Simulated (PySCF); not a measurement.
Atom-mapped SMILES (the numbers label the heavy atoms): `[CH2:1]=[CH:2][C@H:3]([CH3:4])[N:5]([SiH3:6])[CH:7]=[CH2:8]`. Hydrogens are named by the atom that carries them. Ha(C1) is cis to C3; Ha(C8) is cis to N5; Hb(C1) is trans to C3; Hb(C8) is trans to N5.

Theoretical values (PySCF 2.14): geometry from GFN2-xTB, PBE0/pcSseg-1 with gauge-including orbitals. Non-relativistic Hamiltonian, a single conformation, isolated molecule, one averaged value for each set of equivalent atoms.

Task: Predict the 2D correlation tables (HSQC, COSY, HMBC).

Result: 

HSQC (one-bond C–H):
```tsv
δH	δC
6.42 (H(C7))	145.9 (C7)
6.30 (H(C2))	153.5 (C2)
5.53 (Hb(C1))	121.7 (C1)
5.39 (Ha(C1))	121.7 (C1)
4.20 (Hb(C8))	90.2 (C8)
4.04 (Ha(C8))	90.2 (C8)
3.75 (H(C3))	61.1 (C3)
1.25 (H(C4))	21.0 (C4)
```

COSY cross peaks (H two or three bonds apart, from the bond graph; peaks can be absent where the dihedral angle is near 90°):
```tsv
δH	δH
6.42 (H(C7))	4.20 (Hb(C8))
6.42 (H(C7))	4.04 (Ha(C8))
6.30 (H(C2))	5.53 (Hb(C1))
6.30 (H(C2))	5.39 (Ha(C1))
6.30 (H(C2))	3.75 (H(C3))
5.53 (Hb(C1))	5.39 (Ha(C1))
4.20 (Hb(C8))	4.04 (Ha(C8))
3.75 (H(C3))	1.25 (H(C4))
```

HMBC (two and three bonds, from the bond graph):
```tsv
δH	δC
6.42 (H(C7))	90.2 (C8), 61.1 (C3)
6.30 (H(C2))	121.7 (C1), 61.1 (C3), 21.0 (C4)
5.53 (Hb(C1))	153.5 (C2), 61.1 (C3)
5.39 (Ha(C1))	153.5 (C2), 61.1 (C3)
4.73 (H(Si6))	145.9 (C7), 61.1 (C3)
4.20 (Hb(C8))	145.9 (C7)
4.04 (Ha(C8))	145.9 (C7)
3.75 (H(C3))	153.5 (C2), 145.9 (C7), 121.7 (C1), 21.0 (C4)
1.25 (H(C4))	153.5 (C2), 61.1 (C3)
```

Shifts are taken against calculated references (same method and geometry level): ¹H (31.72 ppm) and ¹³C (186.93 ppm) against TMS.

Short H···H contacts in this conformer between protons four or more bonds apart (candidates for NOE cross peaks, intensity ∝ r⁻⁶): H(C3)···H(Si6) 2.29 Å, Ha(C1)···H(C4) 2.36 Å, H(C4)···H(C7) 2.43 Å, H(Si6)···Ha(C8) 2.67 Å.

Shifts are as computed. Against solution values, carbons near 30 ppm lie about +3 ppm off and those near 130 ppm about +5 ppm. Of 1211 compounds with measured shifts, 218 miss one by over three times the rms of a fit or turn the order of signals round; such compounds aren't used in these exercises.
